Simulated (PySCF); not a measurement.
**Computed beside measured shifts: tert-butyldiphenylphosphine oxide (C16H19OP)**

System: tert-butyldiphenylphosphine oxide (C16H19OP), SMILES CC(C)(C)P(=O)(c1ccccc1)c1ccccc1.

Atom-mapped SMILES (hydrogens are numbered by the atom that bears them): [CH3:1][C:2]([CH3:3])([CH3:4])[P:5](=[O:6])([c:7]1[cH:8][cH:9][cH:10][cH:11][cH:12]1)[c:13]1[cH:14][cH:15][cH:16][cH:17][cH:18]1

Computed with GIAO KT3/pcSseg-2, gas phase, PySCF SCF with an in-house response code, fitting set def2-universal-JFIT, grid level 2, non-relativistic, geometry: PBE0-D3(BJ)/def2-SVP.

One optimised conformer. Values are averaged over the atoms that symmetry or fast rotation interchanges, on this one geometry and without vibrational averaging. Shifts are the reference shielding less the shielding here, at the same level (13C, 1H against isolated TMS; 17O against isolated H2O; 31P against isolated H3PO4); nuclei without a reference have shieldings only.

What shifts does this level give for P5, and how do they compare with measurement?


```
atom  nucleus  computed / ppm  measured / ppm  computed less measured  measured against  medium of the measurement
  P5      31P             9.7           38.73                   -29.0        85 % H3PO4                      CDCl3
```

Computed 19F and 31P shifts carry an offset from the reference molecule (CFCl3 is hard for DFT, lone H3PO4 or PH3 isn't the 85 % acid), so differences between compounds are more accurate than the values.

Measured values: supporting information or article, doi 10.1039/c6cc06048j.
